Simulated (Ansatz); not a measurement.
Born–Oppenheimer molecular dynamics of F4GeH (6 atoms, charge 0, multiplicity 2). It starts at the highest image of a converged band. Of that band: The profile has 2 maxima (images 2, 5) with wells between them (image 3): this band takes more than one step, which may be the mechanism or a detour left from its start path. A vibrational analysis at the climbing image gives one clearly imaginary mode, 209i cm⁻¹: a first-order saddle point.

Theory: UKS PBE0-D4/def2-SVP (Ansatz).

```yaml
ensemble: NVE (velocity Verlet)
time_step: 0.5 fs
steps_asked: 200
starting_velocities_drawn_for: 100 K
seed: 6897
```

First frame:

```xyz
6
Properties=species:S:1:pos:R:3
Ge -0.292 0.509 -0.080
H 0.390 -0.690 2.352
F 1.416 0.282 0.114
F -0.502 0.884 -1.761
F -0.932 -1.093 0.099
F -0.078 0.108 2.418
```

How far do the bonds stretch over the last three quarters of this one trajectory? (Pairs bonded in most of those frames.)


```json
{"bond": "Ge1–F3", "mean (Å)": "1.722", "spread (Å)": "0.020", "shortest": "1.69", "longest": "1.76"}
{"bond": "Ge1–F4", "mean (Å)": "1.734", "spread (Å)": "0.005", "shortest": "1.72", "longest": "1.74"}
{"bond": "Ge1–F5", "mean (Å)": "1.751", "spread (Å)": "0.010", "shortest": "1.73", "longest": "1.77"}
{"bond": "H2–F6", "mean (Å)": "0.931", "spread (Å)": "0.010", "shortest": "0.92", "longest": "0.95"}
```

Mean temperature of the second half: 146 K. The conserved energy stayed within 0.035 meV per atom of its start (net change 0.014 meV per atom), so the integration is sound. The kinetic energy rose, since the run started high on the potential surface and went downhill. It ends in pieces (F3Ge + FH), so much of that is their flight and rotation, not heat. A run of 0.1 ps of so small a system gives no equilibrium averages.

Run time: 3.9 min on 4 threads of Intel(R) Xeon(R) Platinum 8559C (Emerald Rapids) (shared host), peak memory 0.32 GiB.
